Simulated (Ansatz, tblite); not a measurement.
Removing and adding an electron: TaS₂ (the lowest doublet isomer of a short search). Total charge 0; doublet. Geometry: r2SCAN-D4/def2-TZVP. Ansatz, gas phase; energy differences of separate SCF runs; the oxidised species is a singlet (the triplet lies 0.52 eV higher at PBE0-D4/def2-TZVP); the reduced species is a singlet (the triplet lies 0.04 eV higher at PBE0-D4/def2-TZVPD).

```xyz
3

Ta    0.6310   -0.5028   -0.2563
S    -0.8615    0.4057   -1.5187
S     0.2305    0.0971    1.7750
```

In the def2 sets Ta takes a core potential; there is no spin–orbit coupling. The xTB rows come from tblite. The structure comes from a short search, and lower isomers may exist.

**Question.** Estimate orbital energies and vertical ionisation energies and electron affinities at: GFN1-xTB; GFN2-xTB; PBE-D4/def2-TZVP; PBE-D4/def2-TZVPD; r2SCAN-D4/def2-TZVP; PBE0-D4/def2-TZVP; PBE0-D4/def2-TZVPD.

**Answer.** 
```
              level  −HOMO (eV)  vertical IE (eV)  −LUMO (eV)  vertical EA (eV)  HOMO–LUMO gap (eV)  IE − EA (eV)                                                                   remarks
           GFN1-xTB           –             12.86           –              7.36                   –          5.50                                                                         –
           GFN2-xTB           –             13.28           –              7.18                   –          6.11                                                                         –
   PBE-D4/def2-TZVP        5.47              8.22        4.02                 –                1.45             –                                restricted SCF unstable in HF (+1 singlet)
  PBE-D4/def2-TZVPD        5.51                 –        4.06              1.93                1.45             –  HOMO above zero (-1 singlet), restricted SCF unstable in HF (-1 singlet)
r2SCAN-D4/def2-TZVP        5.95              8.37        3.65                 –                2.30             –                                restricted SCF unstable in HF (+1 singlet)
  PBE0-D4/def2-TZVP        6.67              8.36        3.32                 –                3.35             –                                restricted SCF unstable in HF (+1 singlet)
 PBE0-D4/def2-TZVPD        6.70                 –        3.35              1.97                3.36             –                                restricted SCF unstable in HF (-1 singlet)
```

Run but left out: HF/def2-TZVPP, CCSD/def2-TZVPP, CCSD(T)/def2-TZVPP (charge +1 singlet: restricted singlet, unstable towards broken spin symmetry); MP2/def2-TZVPP, MP2/def2-TZVPD (doublet: ⟨S²⟩ 0.90 to 0.91, where a pure state has 0.75); HF/def2-TZVPD, CCSD/def2-TZVPD, CCSD(T)/def2-TZVPD (charge -1 singlet: restricted singlet, unstable towards broken spin symmetry); r2SCAN-D4/def2-TZVPD (charge -1 singlet: restricted singlet with a triplet 0.13 eV lower at the same geometry).   A HOMO above zero means that the electron is unbound at that level or that self-interaction error raises the level; the energy of removing that electron tells which. HOMO and LUMO are the levels of the spin that leaves or enters (xTB has no such levels and no spin-polarisation term). Other spin states of the ions may lie lower, which would lower the ionisation energy or raise the affinity. Raw xTB energy differences between charge states are shifted by several eV; the methods need an empirical correction for them.
